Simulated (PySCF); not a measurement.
Computed shifts of a molecule C2H9ClOSi2, HF/pcSseg-1 (PySCF), GIAO, gas phase, atoms alike by connectivity averaged where their shifts nearly agree, in ppm (number of nuclei): ¹³C: 57.0 (1), 21.0 (1). ²⁹Si: 6.2 (1), -89.1 (1). ¹H: 5.06 (1), 4.16 (1), 3.64 (3), 3.55 (1), 1.73 (1), 1.14 (1), 0.70 (1). References: ¹⁷O against H2O (σ = 333.0 ppm); ¹³C against TMS (σ = 192.6 ppm); ²⁹Si against TMS (σ = 393.8 ppm); ³⁵Cl against HCl (σ = 958.2 ppm); ¹H against TMS (σ = 31.99 ppm), references at their B3LYP-D3(BJ)/def2-TZVP geometries, non-relativistic (without spin–orbit terms, shifts of atoms bonded to Cl or Br come out too high). Geometry optimised at PBE0-D3(BJ)/def2-SVP. Other conformers were not sampled.

Problem. Which structure fits?
A. COC[Si@@H]([SiH3])Cl
B. C[Si](C)(Cl)[SiH2]O
C. OCC[Si@H]([SiH3])Cl
D. C[Si@]([SiH3])(Cl)CO

Solution. C, OCC[Si@H]([SiH3])Cl
